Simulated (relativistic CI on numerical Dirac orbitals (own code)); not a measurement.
# Spin-allowed bands of a d2 ion in an octahedral site, by hand

Problem. Take Δ = 8800 cm⁻¹ and B = 660 cm⁻¹ for a d2 ion in an octahedral site. Calculate the three spin-allowed bands.

Working.
1. The terms of highest spin are 3F (energy 0) and 3P (15B = 9900 cm⁻¹). Here the F term splits into A2 at +1.2Δ = 10560, T2 at +0.2Δ = 1760 and T1 at −0.6Δ = -5280 cm⁻¹.
2. The two T1 states mix through the element 0.4Δ: H = [[-5280, 3520], [3520, 9900]], with roots ½(H₁₁ + H₂₂) ∓ ½√[(H₂₂ − H₁₁)² + 4H₁₂²] = ½(4620) ∓ ½(16733) = -6057 and 10677 cm⁻¹.
3. The ground term is 3T1 at -6057 cm⁻¹.
4. Bands: 3T2 7817 cm⁻¹ (1279 nm), 3A2 16617 cm⁻¹ (602 nm), 3T1(P) 16733 cm⁻¹ (598 nm).

Check. Exact diagonalisation of the whole d2 shell with these parameters gives 3T2 7817, 3A2 16617, 3T1 16733 cm⁻¹. The match is exact, since without spin-orbit coupling no other term has this spin. The ratio of the second band to the first, 2.126, depends on Δ/B = 13.3 alone, which is how a Tanabe-Sugano diagram is read.
